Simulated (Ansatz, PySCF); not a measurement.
Molecule: sum formula SnOCl$_{2}$, charge 0, multiplicity 1. 
Structure (B3LYP-D3(BJ)/def2-TZVP (Ansatz, a quantum-chemistry and plane-wave program) minimum search):
```
Sn
O 1 1.8263
Cl 1 2.3200 2 128.14
Cl 1 2.3200 2 128.14 3 180.00
```
Charge 0, spin multiplicity 1.

Property: vertical ionisation energy (to the doublet state of charge +1; each state is the SCF solution reached for its spin), in eV. Valence correlation only, unless marked. UHF or UKS for open shells. Spin-orbit coupling is left out. The frozen core is the preceding noble-gas configuration, with the filled d and f shells of earlier blocks. Past Kr the def2 sets carry scalar-relativistic core potentials. Basis-set limits of correlation are two-point, X^-3; Hartree-Fock from the larger set. [CCSD(T)-MP2]/basis is that difference in the basis named.

```tsv
level	program	vertical ionisation energy (eV)	minus last row
r2SCAN/def2-TZVPD	Ansatz	10.29	-0.20
wB97X-V/def2-TZVPD	Ansatz	10.27	-0.22
MP2/def2-SVPD	Ansatz	10.77	0.28
RI-MP2/def2-TZVPPD	Ansatz	10.77	0.28
SCS-MP2/def2-SVPD	Ansatz	10.56	0.07
RI-MP2/CBS(def2-TZVPPD,def2-QZVPPD)+[CCSD(T)-MP2]/def2-TZVPPD	Ansatz	10.48	-0.01
CCSD(T)/CBS(def2-TZVPPD,def2-QZVPPD)	Ansatz	10.49	0.00
```

For comparison, minus the highest occupied orbital energy (PySCF): 7.77 eV at TPSSh/def2-TZVPD, 8.61 eV at PBE0/def2-TZVPD, 10.19 eV at M06-2X/def2-TZVPD.
